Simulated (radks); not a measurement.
Problem. Radial electron density D(r) = 4 pi r^2 rho(r) of an atom or ion with 18 electrons. Method: non-relativistic Kohn-Sham, PBEsol, spin-polarised, spherical densities, point nucleus; computed with a radial shooting solver on a logarithmic mesh with Libxc functionals.

| r (bohr) | D(r) (e/bohr) |
|---|---|
| 0.00379 | 0.7081 |
| 0.004273 | 0.8838 |
| 0.004817 | 1.101 |
| 0.005432 | 1.367 |
| 0.006124 | 1.692 |
| 0.00685 | 2.060 |
| 0.007723 | 2.533 |
| 0.008708 | 3.102 |
| 0.009818 | 3.781 |
| 0.01107 | 4.583 |
| 0.01248 | 5.523 |
| 0.01407 | 6.611 |
| 0.01587 | 7.852 |
| 0.01789 | 9.247 |
| 0.02017 | 10.78 |
| 0.02274 | 12.44 |
| 0.02564 | 14.18 |
| 0.02891 | 15.95 |
| 0.0326 | 17.67 |
| 0.03675 | 19.24 |
| 0.04144 | 20.56 |
| 0.04635 | 21.48 |
| 0.05226 | 22.04 |
| 0.05892 | 22.09 |
| 0.06644 | 21.62 |
| 0.07491 | 20.68 |
| 0.08446 | 19.41 |
| 0.09523 | 18.02 |
| 0.1074 | 16.78 |
| 0.1211 | 15.98 |
| 0.1365 | 15.82 |
| 0.1539 | 16.43 |
| 0.1735 | 17.73 |
| 0.1956 | 19.46 |
| 0.2206 | 21.20 |
| 0.2487 | 22.45 |
| 0.2804 | 22.75 |
| 0.3136 | 21.91 |
| 0.3536 | 19.80 |
| 0.3987 | 16.70 |
| 0.4496 | 13.16 |
| 0.5069 | 9.797 |
| 0.5715 | 7.192 |
| 0.6444 | 5.669 |
| 0.7265 | 5.228 |
| 0.8191 | 5.568 |
| 0.9236 | 6.210 |
| 1.041 | 6.691 |
| 1.174 | 6.699 |
| 1.324 | 6.151 |
| 1.493 | 5.161 |
| 1.683 | 3.952 |
| 1.897 | 2.757 |
| 2.122 | 1.808 |
| 2.393 | 1.044 |
| 2.698 | 0.5430 |
| 3.042 | 0.2531 |
| 3.43 | 0.1047 |
| 3.867 | 0.03784 |
| 4.36 | 0.01172 |
| 4.916 | 0.003052 |

What is the nuclear charge?

Solution. Z = 19. The innermost maximum, from 1s, lies near 1/Z = 0.0526 bohr (found: 0.0562), and its height grows with Z. The density is that of the potassium ion K+ in [Ar]; the configuration itself is not fixed sharply by these data, and Z only to about a unit. D(r) has 3 maxima, at r = 0.0562, 0.272, 1.11 bohr, and minima at 0.132, 0.727 bohr, inside which lie 2.17, 10.36 electrons.
